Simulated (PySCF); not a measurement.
Species: 2-methylpentane-1,5-diol (`C[C@H](CO)CCCO`). The columns A, B, C and D hold Mulliken, IAO, Hirshfeld and ESP-fitted charges (e) of one PBE0/pcSseg-1 density (PySCF), in a shuffled order. Coordinates in Å (GFN2-xTB); the density's dipole moment is (1.22, -1.61, 1.70) D.

```json
{"atom": "C1", "x": "-1.027", "y": "1.421", "z": "0.744", "A": "-0.420", "B": "-0.124", "C": "-0.207", "D": "-0.447"}
{"atom": "C2", "x": "-0.455", "y": "0.588", "z": "-0.401", "A": "-0.125", "B": "-0.035", "C": "-0.388", "D": "+0.306"}
{"atom": "C3", "x": "-1.359", "y": "0.722", "z": "-1.638", "A": "-0.045", "B": "0.000", "C": "+0.120", "D": "+0.009"}
{"atom": "O4", "x": "-2.668", "y": "0.241", "z": "-1.442", "A": "-0.551", "B": "-0.227", "C": "-0.456", "D": "-0.566"}
{"atom": "C5", "x": "-0.303", "y": "-0.889", "z": "-0.010", "A": "-0.259", "B": "-0.070", "C": "-0.231", "D": "+0.033"}
{"atom": "C6", "x": "0.875", "y": "-1.184", "z": "0.922", "A": "-0.268", "B": "-0.073", "C": "-0.253", "D": "-0.289"}
{"atom": "C7", "x": "2.248", "y": "-0.945", "z": "0.288", "A": "-0.047", "B": "+0.005", "C": "+0.067", "D": "+0.163"}
{"atom": "O8", "x": "2.593", "y": "0.413", "z": "0.149", "A": "-0.545", "B": "-0.216", "C": "-0.453", "D": "-0.621"}
{"atom": "H9", "x": "-2.053", "y": "1.120", "z": "0.947", "A": "+0.143", "B": "+0.033", "C": "+0.112", "D": "+0.107"}
{"atom": "H10", "x": "-1.029", "y": "2.475", "z": "0.475", "A": "+0.139", "B": "+0.040", "C": "+0.111", "D": "+0.108"}
{"atom": "H11", "x": "-0.443", "y": "1.302", "z": "1.653", "A": "+0.125", "B": "+0.032", "C": "+0.099", "D": "+0.088"}
{"atom": "H12", "x": "0.527", "y": "0.978", "z": "-0.682", "A": "+0.146", "B": "+0.028", "C": "+0.144", "D": "-0.045"}
{"atom": "H13", "x": "-1.477", "y": "1.777", "z": "-1.895", "A": "+0.142", "B": "+0.043", "C": "+0.111", "D": "+0.091"}
{"atom": "H14", "x": "-0.889", "y": "0.211", "z": "-2.491", "A": "+0.110", "B": "+0.029", "C": "+0.098", "D": "+0.018"}
{"atom": "H15", "x": "-2.617", "y": "-0.693", "z": "-1.211", "A": "+0.342", "B": "+0.154", "C": "+0.225", "D": "+0.351"}
{"atom": "H16", "x": "-1.218", "y": "-1.227", "z": "0.485", "A": "+0.122", "B": "+0.034", "C": "+0.113", "D": "+0.008"}
{"atom": "H17", "x": "-0.169", "y": "-1.484", "z": "-0.918", "A": "+0.120", "B": "+0.033", "C": "+0.112", "D": "+0.009"}
{"atom": "H18", "x": "0.824", "y": "-2.235", "z": "1.216", "A": "+0.139", "B": "+0.042", "C": "+0.118", "D": "+0.072"}
{"atom": "H19", "x": "0.792", "y": "-0.586", "z": "1.832", "A": "+0.124", "B": "+0.035", "C": "+0.112", "D": "+0.094"}
{"atom": "H20", "x": "2.272", "y": "-1.354", "z": "-0.725", "A": "+0.143", "B": "+0.044", "C": "+0.114", "D": "+0.080"}
{"atom": "H21", "x": "3.013", "y": "-1.463", "z": "0.887", "A": "+0.118", "B": "+0.033", "C": "+0.106", "D": "+0.019"}
{"atom": "H22", "x": "2.552", "y": "0.833", "z": "1.016", "A": "+0.344", "B": "+0.164", "C": "+0.227", "D": "+0.411"}
```

Problem. Which column most likely holds the ESP-fitted charges?

Solution. D. Σ q r misses the density's dipole by 0.02 D (D), 0.55 D (A), 0.68 D (C), 1.18 D (B). Charges fitted to the outside potential are the only set here that is tied to the molecule's multipoles.

Problem. And the Hirshfeld charges?

Solution. B. The mean sizes are 0.068 e (B), 0.179 e (D), 0.181 e (C), 0.205 e (A), and Hirshfeld charges are commonly the smallest of these schemes.

As computed, A = IAO, B = Hirshfeld, C = Mulliken, D = ESP-fitted. Hydrogens on carbon: IAO +0.11 to +0.15, Hirshfeld +0.03 to +0.04, Mulliken +0.10 to +0.14, ESP-fitted -0.04 to +0.11 e.

The Mulliken scheme gives each basis function's population to the atom it is centred on and halves the overlap population of two atoms between them. The IAO scheme projects the occupied orbitals on a minimal set of polarised atomic orbitals and counts the electrons in each atom's part of it.

Geometry: GFN2-xTB, one conformer, isolated molecule.
